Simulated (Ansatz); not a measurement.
`BCC=C=NC` + `[F][SnH3]` → `B[CH2][SnH2][F]` + `C=C=NC`  (formal exchange of groups at a C–C bond)

Gas-phase electronic energies from Ansatz, PBE0-D4/def2-TZVP geometries. CCSD(T)/CBS adds triple-zeta CCSD(T) − MP2 to the extrapolated MP2 energy (def2 sets, frozen cores). Elements past krypton have def2 core potentials. For Sn outer-core shells are correlated without core-valence functions, which leaves a few kJ/mol of doubt a bond. Each species was taken in one conformer, which may not be the lowest.

`BCC=C=NC`:

```xyz
14

B    -2.922    0.327    0.417
C    -1.459    0.617   -0.006
C    -0.359   -0.104    0.715
C     0.695   -0.607    0.125
N     1.618   -1.157   -0.444
C     2.897   -0.515   -0.674
H    -3.821    0.714   -0.273
H    -3.176   -0.197    1.464
H    -1.324    0.579   -1.091
H    -1.418    1.706    0.217
H    -0.445   -0.251    1.787
H     2.941    0.507   -0.284
H     3.678   -1.116   -0.205
H     3.095   -0.504   -1.747
```

`[F][SnH3]`:

Z-matrix (Å, degrees):
```
Sn
F 1 1.926
H 1 1.701 2 104.7
H 1 1.701 2 104.7 3 -120.0
H 1 1.701 2 104.7 3 120.0
```

`B[CH2][SnH2][F]`:

Z-matrix (Å, degrees):
```
Sn
C 1 2.177
B 1 2.821 2 32.2
F 1 1.925 2 102.5 3 -106.2
H 1 1.703 2 110.6 3 142.1
H 1 1.701 2 117.9 3 8.2
H 2 1.092 1 100.4 3 121.2
H 2 1.090 1 104.1 3 -122.6
H 3 1.198 1 105.2 2 -117.2
H 3 1.199 1 108.8 2 114.4
```

`C=C=NC`:

```xyz
9

C    -0.285    0.422    1.914
C     0.255    0.120    0.762
N     0.827   -0.160   -0.268
C     0.166   -0.332   -1.544
H    -0.390    1.456    2.214
H    -0.625   -0.360    2.580
H     0.597    0.370   -2.259
H    -0.916   -0.177   -1.489
H     0.370   -1.339   -1.911
```

```
          species  CCSD/CBS(def2) energy (Eh)
       `BCC=C=NC`                  -236.39007
      `[F][SnH3]`                  -315.60933
`B[CH2][SnH2][F]`                  -380.25543
         `C=C=NC`                  -171.76977
```

**Question.** Work out ΔE.

**Answer.** ΔE = (-380.25543) + (-171.76977) − (-236.39007) − (-315.60933) = -0.02580 Eh = -67.7 kJ/mol. CCSD(T)/CBS gives -70.4 kJ/mol.

Largest T1 diagnostic among the species: 0.014.

In def2-TZVPP, CCSD(T) changes the Hartree–Fock value by −16.2 kJ/mol (the triples alone add −2.7 kJ/mol) and MP2 by −21.9 kJ/mol.
